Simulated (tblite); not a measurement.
Compound: C4H9FS2Si.
Z-matrix (Å and degrees, GFN2-xTB geometry), rows numbered from 1:
```
F 
C   1  1.3821
C   2  1.5256  1  109.18
S   3  1.8265  2  115.40  1   -78.04
C   4  1.8323  3  100.49  2  -103.59
Si  5  1.9079  4  113.22  3    74.70
S   6  2.1517  5  111.16  4   -52.85
C   2  1.5204  1  107.64  3  -125.47
H   2  1.0993  1  105.84  3   116.73
H   3  1.0904  2  108.33  1    40.65
H   3  1.0882  2  109.74  1   160.06
H   5  1.0877  4  104.17  3  -165.44
H   5  1.0895  4  107.23  3   -51.49
H   6  1.4587  5  108.59  4    64.50
H   6  1.4525  5  110.44  4  -167.22
H   8  1.0894  2  109.97  1    61.68
H   8  1.0894  2  109.47  1   -58.29
```

All values are computed: GFN2-xTB (tblite) harmonic vibrations without scaling, gas phase. Errors from tens to a few hundred cm⁻¹ against measured bands are possible. Modes of hydrogen on silicon can be 10 to 20 % off. One conformer, not necessarily the lowest.

Harmonic wavenumbers (cm⁻¹): 74.4, 103.2, 143.3, 161.4, 192.8, 234.0, 292.8, 363.2, 375.4, 457.4, 494.2, 534.4, 580.4, 636.3, 690.5, 704.0, 718.3, 740.0, 761.5, 775.1, 827.0, 867.4, 948.0, 1009.6, 1065.9, 1102.4, 1114.8, 1164.7, 1177.1, 1226.6, 1247.2, 1290.8, 1299.7, 1410.5, 1425.5, 1437.0, 2300.9, 2358.9, 2899.0, 2971.3, 2991.1, 2999.0, 3004.1, 3008.3, 3012.1.

A = 1554, B = 1103, C = 720.5 MHz; mass 167.990 u (most abundant isotopes); point group C1, symmetry number 1.

Q: Zero-point energy?

A: ½Σν̃ = 26596 cm⁻¹ = 318.16 kJ/mol.

Q: Give the ideal-gas entropy at 298.15 K and 1 bar in the rigid-rotor, harmonic-oscillator model (classical rotation).

A: Translation 172.76, rotation 125.28, vibration 108.53: S = 406.6 J/(mol K).

Q: And Cp and H(298.15 K) − H(0)?

A: Cp = 162.02 J/(mol K), of which vibrations give 128.76 (their classical limit is 45 R = 374.2); H(298.15 K) − H(0) = 28.26 kJ/mol without the zero-point energy, 18.35 from vibrations.

Q: What must be added to the electronic energy to get the Gibbs energy at 298.15 K and 1 bar?

A: ZPE + [H(298.15 K) − H(0)] − T·S = 318.16 + 28.26 − 121.22 = 225.20 kJ/mol.

Q: How do the functions run with temperature in this model?

A: 
```json
{"T (K)": "100", "S (J/(mol K))": "286.9", "Cp (J/(mol K))": "73.1", "H − H(0) (kJ/mol)": "4.98", "G − H(0) (kJ/mol)": "-23.71", "ln q(vib)": "1.04"}
{"T (K)": "200", "S (J/(mol K))": "351.2", "Cp (J/(mol K))": "117.8", "H − H(0) (kJ/mol)": "14.51", "G − H(0) (kJ/mol)": "-55.73", "ln q(vib)": "3.27"}
{"T (K)": "300", "S (J/(mol K))": "407.6", "Cp (J/(mol K))": "162.8", "H − H(0) (kJ/mol)": "28.56", "G − H(0) (kJ/mol)": "-93.71", "ln q(vib)": "5.70"}
{"T (K)": "500", "S (J/(mol K))": "508.5", "Cp (J/(mol K))": "233.2", "H − H(0) (kJ/mol)": "68.68", "G − H(0) (kJ/mol)": "-185.57", "ln q(vib)": "10.72"}
{"T (K)": "800", "S (J/(mol K))": "632.8", "Cp (J/(mol K))": "294.5", "H − H(0) (kJ/mol)": "148.76", "G − H(0) (kJ/mol)": "-357.52", "ln q(vib)": "17.96"}
{"T (K)": "1000", "S (J/(mol K))": "701.5", "Cp (J/(mol K))": "320.1", "H − H(0) (kJ/mol)": "210.36", "G − H(0) (kJ/mol)": "-491.11", "ln q(vib)": "22.38"}
```

q(vib) and H(0) count from the zero-point level.

Hindered rotation and anharmonicity are outside this model. Other conformers, if any are populated, would add a mixing term that is left out. The structure is chiral; the term R ln 2 for an equal mix with its mirror image is left out.
